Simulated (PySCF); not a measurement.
Gas-phase thermal properties of BaF

Method: PySCF energies (xtb for GFN2) plus ideal-gas RRHO corrections (1 bar). The comparison is the NASA 1993 polynomial table, which mixes measured and estimated data. Open shells (unrestricted): BaF (multiplicity 2). GFN2 has no spin-polarisation term. Ba: scalar-relativistic def2 core potential, no spin-orbit coupling. The harmonic model lacks anharmonicity and excited electronic states, which grow with temperature; levels with a mode under 35 cm⁻¹ are left out. The table's entry may be an old estimate for BaF (not checked at source).

```csv
level,point group,σ,ZPE (kJ/mol),S°298 (J/mol/K),Cp298 (J/mol/K),S°1000 (J/mol/K),H1000 − H298 (kJ/mol)
table,-,-,-,246.2,34.8,290.4,25.8
GFN2-xTB,C∞v,1,2.5,245.4,35.2,289.6,25.7
PBE/def2-SVP,C∞v,1,2.9,246.3,34.4,290.0,25.5
PBE0/def2-TZVP,C∞v,1,2.8,246.2,34.6,290.0,25.6
```
σ: rotational symmetry number. Electronic degeneracy used: 2. Frequencies are unscaled.
